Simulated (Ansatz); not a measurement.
Basis-set extrapolation for C2H5NO2Si, SMILES `CO[SiH]1OC1=N` (PBE0-D4/def2-TZVP geometry, frozen core, Ansatz 0.2.0). Multiplicity 1, RHF reference.

```json
{"": "HF", "def2-TZVPP": "-571.893260", "def2-QZVPP": "-571.915896"}
{"": "MP2 correlation", "def2-TZVPP": "-1.109217", "def2-QZVPP": "-1.191119"}
{"": "CCSD(T) correlation", "def2-TZVPP": "-1.183401", "def2-QZVPP": "not run"}
```

Energies in hartree. Use E(X) = E(∞) + A·exp(−7.88·√X) for Hartree–Fock and E(X) = E(∞) + B·X^(−2.97) for correlation, with X = 3 and 4, and add CCSD(T) minus MP2 of the smaller set to the MP2 limit.

Q: What is the CCSD(T) energy at the basis-set limit?

A: HF limit: -571.915896 + (-0.022636) × 0.13774 = -571.91901. MP2 limit: -1.191119 + (-0.081902) × 0.74074 = -1.25179. Higher-order term: -1.183401 − (-1.109217) = -0.07418. Total: -573.24498 hartree, 441.9 kJ/mol below CCSD(T)/def2-TZVPP.
